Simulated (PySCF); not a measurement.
HSE06 on Rb⁻ (rubidium, charge -1), [Kr] 5s2, closed-shell 1S. All numbers are calculated (PySCF 2.14, the spin-free X2C one-electron Hamiltonian (Gaussian nucleus), in aug-cc-pVDZ-X2C).

```
cycle= 1 E= -2980.70653572604  delta_E= -0.00133  |g|= 0.00745  |ddm|= 0.534
cycle= 2 E= -2980.70679036075  delta_E= -0.000255  |g|= 0.00433  |ddm|= 0.222
cycle= 3 E= -2980.70689856543  delta_E= -0.000108  |g|= 9.06e-05  |ddm|= 0.0862
cycle= 4 E= -2980.70689863521  delta_E= -6.98e-08  |g|= 6.16e-06  |ddm|= 0.00799
cycle= 5 E= -2980.70689863563  delta_E= -4.17e-10  |g|= 6.69e-07  |ddm|= 0.000676
converged SCF energy = -2980.70689863563  <S^2> = -1.4210855e-14  2S+1 = 1
```

Highest occupied orbital energy: 0.641 eV; ⟨L²⟩ = 0.00; populations by l: s 10.00, p 18.00, d 10.00.

Task: Can this result be used?

Result: With care. The calculation finished and met its thresholds. At HSE06 the highest occupied level has a positive energy, so only the finite basis holds that electron; in a semilocal or global hybrid functional this comes from self-interaction and does not mean that the real anion is unbound.
